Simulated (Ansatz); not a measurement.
Cu2O (the lowest singlet isomer of a short search). The state is a singlet with charge 0. Geometry r2SCAN-D4/def2-TZVP, basis def2-TZVP, Ansatz.

Cartesian coordinates in Å:
```
Cu -0.068 -0.856 0.971
Cu -0.613 0.375 -1.079
O 0.681 0.480 0.107
```

| run | HOMO (eV) | LUMO (eV) |
| --- | --- | --- |
| A | -6.07 | -2.19 |
| B | -8.23 | -0.33 |
| C | -4.78 | -3.22 |
| D | -8.46 | -0.19 |
| E | -5.95 | -2.35 |

LC-ωPBE has ω = 0.4 bohr⁻¹. The structure comes from a short search, and lower isomers may exist.

Q: The runs used LC-ωPBE, PBE0, r2SCAN, r2SCAN0, ωB97X-V. Estimate which is which.

A: A r2SCAN0 (25 % exact exchange); B ωB97X-V (range-separated); C r2SCAN (0 % exact exchange); D LC-ωPBE (range-separated); E PBE0 (25 % exact exchange). Exact exchange lowers occupied and raises empty levels; among semilocal functionals meta-GGAs tend to open the gap a little, and such runs are hard to tell apart. The gap grows from 1.56 eV (r2SCAN) to 8.27 eV (LC-ωPBE).
